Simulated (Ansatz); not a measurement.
Te(CN)2 (TeC₂N₂). Total charge 0; singlet. Geometry B3LYP-D4/def2-SVP.

```xyz
5

Te    0.456   -1.176    0.651
C    -0.268    0.631    1.347
N    -0.664    1.617    1.817
C     0.274   -0.647   -1.338
N     0.203   -0.426   -2.477
```

In the def2 sets Te takes a core potential; there is no spin–orbit coupling.

(1) Estimate the orbital energies around the gap (eV) in Ansatz with HF/def2-TZVP, r2SCAN-D4/def2-TZVP, r2SCANh-D4/def2-TZVP, PBE0-D4/def2-SVP, PBE0-D4/def2-TZVPD.

Answers

(1) 
```
orbital  HF/def2-TZVP  r2SCAN-D4/def2-TZVP  r2SCANh-D4/def2-TZVP  PBE0-D4/def2-SVP  PBE0-D4/def2-TZVPD
HOMO−13        -55.42               -44.11                -45.33            -46.35              -46.40
HOMO−12        -55.38               -44.06                -45.29            -46.28              -46.36
HOMO−11        -33.87               -24.47                -25.46            -25.85              -26.17
HOMO−10        -33.80               -24.40                -25.39            -25.77              -26.09
 HOMO−9        -25.86               -19.46                -20.20            -20.87              -20.85
 HOMO−8        -19.54               -14.22                -14.81            -15.22              -15.31
 HOMO−7        -17.01               -12.02                -12.55            -12.84              -13.02
 HOMO−6        -15.71               -10.08                -10.63            -11.15              -11.21
 HOMO−5        -15.09                -9.95                -10.55            -11.06              -11.19
 HOMO−4        -14.48                -9.86                -10.49            -10.98              -11.15
 HOMO−3        -13.84                -9.54                -10.07            -10.61              -10.66
 HOMO−2        -13.57                -9.40                 -9.93            -10.42              -10.50
 HOMO−1        -13.49                -9.31                 -9.85            -10.37              -10.43
   HOMO        -10.42                -7.21                 -7.61             -7.92               -8.05
   LUMO          0.34                -3.63                 -3.32             -2.75               -2.93
 LUMO+1          1.48                -2.66                 -2.32             -1.73               -1.98
 LUMO+2          2.87                -1.46                 -1.11             -0.43               -0.92
 LUMO+3          3.52                -1.26                 -0.87             -0.10               -0.51
 LUMO+4          3.80                -0.69                 -0.31              0.49               -0.12
 LUMO+5          4.42                 0.38                  0.85              1.65                0.30
```
